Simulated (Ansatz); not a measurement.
A nudged elastic band was laid between two geometries of BClF2 + H2 (6 atoms, charge 0, multiplicity 1).

Level of theory: RKS PBE0/def2-SVP (Ansatz).

```yaml
movable_images: 5
climbing_image: yes
spring: 5.0 eV/Å²
optimiser: quadratic models (default)
start_path: through a guess of the saddle point
force_threshold: 0.05 eV/Å
iteration_limit: 60
end_points: relaxed
```

Initial state:

```xyz
6
Properties=species:S:1:pos:R:3
B -0.014 0.496 0.147
Cl -0.030 0.961 1.828
F 1.121 0.353 -0.492
F -1.138 0.299 -0.497
H 0.116 -2.515 0.512
H 0.064 -2.265 1.228
```

Final state:

```xyz
6
Properties=species:S:1:pos:R:3
B 0.010 -0.307 -0.576
Cl -0.027 -0.148 2.530
F 1.133 0.364 -0.698
F -1.121 0.345 -0.724
H 0.018 -1.500 -0.420
H 0.105 -1.425 2.614
```

**Question.** What changes between the two ends?

**Answer.** Bonds broken: B1–Cl2, H5–H6. Bonds formed: B1–H5, Cl2–H6. BClF2 + H2 becomes BF2H + ClH.

**Question.** What energy profile does the band end with?

**Answer.** It converged. The highest image is number 3 of 0 to 6, 145.1 kJ/mol above the first end and 89.6 kJ/mol above the last; the last end lies 55.5 kJ/mol above the first. A vibrational analysis at the climbing image gives one clearly imaginary mode, 935i cm⁻¹: a first-order saddle point. The orbitals stay closed-shell, which can raise the energy where a bond breaks towards radicals; this wasn't checked here.

```json
{"image": "0", "path coordinate (Å)": "0.00", "energy (kJ/mol)": "0.0", "B1–Cl2 (Å)": "1.74", "H5–H6 (Å)": "0.76", "B1–H5 (Å)": "3.04"}
{"image": "1", "path coordinate (Å)": "0.68", "energy (kJ/mol)": "4.5", "B1–Cl2 (Å)": "1.75", "H5–H6 (Å)": "0.76", "B1–H5 (Å)": "2.44"}
{"image": "2", "path coordinate (Å)": "1.35", "energy (kJ/mol)": "42.8", "B1–Cl2 (Å)": "1.80", "H5–H6 (Å)": "0.78", "B1–H5 (Å)": "1.83"}
{"image": "3", "path coordinate (Å)": "2.03", "energy (kJ/mol)": "145.1", "B1–Cl2 (Å)": "2.10", "H5–H6 (Å)": "1.07", "B1–H5 (Å)": "1.32"}
{"image": "4", "path coordinate (Å)": "2.66", "energy (kJ/mol)": "78.4", "B1–Cl2 (Å)": "2.65", "H5–H6 (Å)": "1.65", "B1–H5 (Å)": "1.21"}
{"image": "5", "path coordinate (Å)": "3.30", "energy (kJ/mol)": "59.2", "B1–Cl2 (Å)": "2.98", "H5–H6 (Å)": "2.28", "B1–H5 (Å)": "1.20"}
{"image": "6", "path coordinate (Å)": "3.93", "energy (kJ/mol)": "55.5", "B1–Cl2 (Å)": "3.11", "H5–H6 (Å)": "3.04", "B1–H5 (Å)": "1.20"}
```

**Question.** What is the geometry of the highest image?

**Answer.** 
```xyz
6
Properties=species:S:1:pos:R:3
B 0.016 -0.289 0.044
Cl 0.001 0.140 2.099
F 1.160 0.138 -0.466
F -1.146 0.078 -0.471
H 0.050 -1.592 0.274
H 0.036 -1.145 1.247
```

**Question.** What are the harmonic wavenumbers there?

**Answer.** 935i, 247, 298, 517, 731, 844, 1093, 1098, 1408, 1463, 1679, 2182 cm⁻¹.

The run took 4.1 min on 1 thread of Arm Neoverse V2, on a shared host, peak memory 0.13 GiB.
